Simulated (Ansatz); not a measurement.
Species: AlP₂H₅, charge 0, singlet. AlP2H5 (SMILES [PH2][AlH][PH2]).
B3LYP-D3(BJ)/def2-TZVP minimum from Ansatz (a first-principles code):
```xyz
8

Al    -0.6064    -0.3484    -0.3873
H     -1.8819    -0.9913    -1.0652
P     -0.0483     1.8702    -0.8457
H     -0.1896     1.7235    -2.2501
H      1.3523     1.6466    -0.8366
P      0.4702    -1.4736     1.3501
H      1.7756    -1.0832     0.9560
H      0.4988    -2.7162     0.6653
```
Charge 0, spin multiplicity 1.

Total energies in hartree (Ansatz). Radicals and triplets start from unrestricted determinants; spin-orbit coupling is neglected. Correlated methods leave the cores frozen. No relativity. For partners of very few electrons the exact lower level stands in for a higher one.

```tsv
species	HF/cc-pV(T+d)Z	CCSD(T)/cc-pV(T+d)Z	HF/cc-pV(Q+d)Z	CCSD(T)/cc-pV(Q+d)Z	CCSD(T)/cc-pV(D+d)Z	CCSDT(Q)/cc-pV(D+d)Z
1: AlP2H5 (SMILES [PH2][AlH][PH2])	-926.36363	-926.83417	-926.37253	-926.86930	-926.71275	-926.71509
2: Al (doublet)	-241.87908	-241.93131	-241.88044	-241.93374	-241.92191	-241.92229
3: H (doublet)	-0.49981	-0.49981	-0.49995	-0.49995	-0.49928	-0.49928
4: P (quartet)	-340.71631	-340.82157	-340.71872	-340.82830	-340.79336	-340.79376
```

Problem. Work out the atomisation energy (electronic, to ground-state atoms) in kcal/mol: take Hartree-Fock from cc-pV(Q+d)Z, extrapolate the CCSD(T) correlation energy as X^-3 (X = 3, 4), and add CCSDT(Q) - CCSD(T) in cc-pV(D+d)Z. 1 hartree = 627.51 kcal/mol.

Solution. 
Species 1: correlation (64·(-0.49677) - 27·(-0.47054))/37 = -0.51591; step -0.00234; E1 = -926.37253 + (-0.51591) + (-0.00234) = -926.89078
Species 2: correlation (64·(-0.05330) - 27·(-0.05223))/37 = -0.05408; step -0.00038; E2 = -241.88044 + (-0.05408) + (-0.00038) = -241.93490
Species 3: correlation (64·(0.00000) - 27·(0.00000))/37 = 0.00000; step +0.00000; E3 = -0.49995 + (0.00000) + (+0.00000) = -0.49995
Species 4: correlation (64·(-0.10958) - 27·(-0.10526))/37 = -0.11273; step -0.00040; E4 = -340.71872 + (-0.11273) + (-0.00040) = -340.83185
-1·E1 +1·E2 +5·E3 +2·E4 = 0.79243 hartree = 497.3 kcal/mol.
